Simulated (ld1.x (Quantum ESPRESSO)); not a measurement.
**Ranking TM potentials for C (Z = 6)**

All share these settings but for the change named:

| Item | Value |
| --- | --- |
| Element | carbon |
| Generator | ld1.x (Quantum ESPRESSO) 7.5 |
| Type | norm-conserving Troullier–Martins (Kleinman–Bylander form) |
| Functional | PBE |
| Relativity | scalar-relativistic |
| Frozen core | [He] |
| Valence charge | 4 |
| Reference configuration | 2s2 2p2 |
| Partial waves | 2s (bound): rc 0.80 bohr; 2p (bound): rc 1.70 bohr |
| Local potential | all-electron potential smoothed inside 1.25 bohr (lloc = -1) |
| Core correction | Bessel-smoothed model core inside 0.75 bohr |

Test errors are all-electron minus pseudo excitation energies from the reference, over 2s2 2p1; 2s2 2p0; 2s1 2p0; 2s2 2p1.5; 2s1 2p2; 2s1 2p3; 2s2 2p2.3. None of these files shows a bound ghost.

The base gives 425.2 meV.

Of 10 variants that were run, those that failed, showed a ghost or another fault, or gave nearly equal values are left out.

A variant can come out equal or close to the base, since the largest error may sit in a test that the change hardly touches while other tests move.

**Question.** Rank these variants by their largest absolute test error, smallest first.
A. local potential all-electron potential smoothed inside 0.92 bohr (lloc = -1)
B. local potential all-electron potential smoothed inside 1.78 bohr (lloc = -1)
C. local potential all-electron potential smoothed inside 1.96 bohr (lloc = -1)

**Answer.** C (314.6 meV), B (380.3 meV), A (431.5 meV).
